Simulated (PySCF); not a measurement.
**From computed data to an observable: oscillator strength and radiative lifetime**

Te(Et)(SH) (C2H6STe), SMILES [Te](CC)S.

The structure is a stationary point at B3LYP-D3(BJ)/def2-SVP. The structure was generated by enumeration, and PubChem lists no compound with its InChIKey, so it may never have been made. The def2 effective core potentials stand for the cores of Te; spin–orbit coupling is left out. One conformer was computed; it need not be the lowest.

TDDFT-M06-2X/def2-SVPD run with PySCF puts the first singlet state with f over 0.02 at 5.61 eV (vertical), with the transition dipole (0.462, 0.286, -0.210) in atomic units.

Task: Find the oscillator strength, the wavelength and the radiative lifetime that this transition would have in vacuum if emission retraced absorption.

Result: 
|μ|² = 0.3393 au, so |μ| = 1.48 D. ΔE = 5.61/27.211 = 0.2062 hartree. f = (2/3) ΔE |μ|² = 0.047 (the program prints 0.047).
λ = 1239.84/5.61 = 221 nm; ν = 45248 cm⁻¹.
Einstein's coefficient A = 0.6670 ν² f s⁻¹ (ν in cm⁻¹) = 6.4e7 s⁻¹, so τ = 1/A = 16 ns. This state is S4; the lower singlets have f = 0.001, 0.007, 0.001. The figure is the radiative limit of this one transition; relaxation, internal conversion, crossing to triplets and a medium change what is measured.
